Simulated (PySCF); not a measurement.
# What a mistake does to a calculation on AlBClH4N

All numbers below are calculated, not measured. They come from PySCF 2.14.0, an open-source quantum chemistry program, on an isolated molecule that a program drew, which may never have been made. The molecule is AlBClH4N (charge 0, singlet), drawn as the SMILES string `N[BH][AlH][Cl]`.

Each row is a Hartree-Fock (HF) and frozen-core CCSD(T) single point in the cc-pV(D+d)Z basis, meant for a local HF minimum. Run 1 is clean. Each other run has one planted mistake out of seven kinds, and not every kind appears here: one electron removed, one electron added, multiplicity raised by two, geometry at a saddle point, minimal basis STO-3G, one bond length entered in bohr, all coordinates scaled. The reference is restricted for singlets and unrestricted otherwise, and also for a bond in bohr. Adding or removing an electron swaps singlet and doublet. Electrons count all cores. HOMO and LUMO are orbital energies over both spins, the gradient is its largest component, and the lowest frequency (negative if imaginary) is given only where the gradient is small. Bond lengths are over the 7 bonds as drawn. T1 is the CCSD diagnostic: over 0.02 (restricted) or 0.045 (unrestricted) a single reference is doubtful.

Geometry of the clean run:
```xyz
8
AlBClH4N, angstrom
N    -1.2648   -1.7686    0.5137
B    -0.4864   -0.6437    0.2775
Al    1.1774   -0.7861   -1.0819
Cl    1.4989   -2.7076   -1.9794
H    -1.0986   -2.6565    0.0850
H    -2.0506   -1.7691    1.1332
H    -0.7924    0.3680    0.8582
H     2.2163    0.3112   -1.5332
```

```
run  electrons  basis functions  <S^2>  HOMO (eV)  LUMO (eV)  gradient (hartree/bohr)  lowest frequency (cm^-1)  mean bond (Å)  longest bond (Å)      T1  HF (hartree)  CCSD(T) (hartree)                          mistake
  1         46               94  0.000     -10.01       1.01                  1.3e-05                        85         1.4957             2.153  0.0142    -782.99241         -783.50559                         no fault
  2         46               94  0.812      -7.91       0.66                  1.1e-02                         -         1.6962             2.980  0.0495    -782.89349         -783.39832  one bond length entered in bohr
  3         46               32  0.000      -7.88       6.84                  3.7e-02                         -         1.4957             2.153  0.0177    -774.15084         -774.30901             minimal basis STO-3G
  4         45               94  0.779     -17.01      -7.67                  8.6e-02                         -         1.4957             2.153  0.0254    -782.66793         -783.16594                                ?
```

**Which mistake was planted in run 4, and what did it cost?**

It counts 45 electrons, one fewer than the clean run, at the same geometry and basis. So the mistake is: one electron removed. Subtracting run 1 and multiplying by 627.51 kcal/mol a hartree, the energy moved by 203.6 kcal/mol in HF and 213.1 kcal/mol in CCSD(T).

Cautions from the logs. Run 2: T1 is over the limit, so its CCSD(T) energy is less reliable.
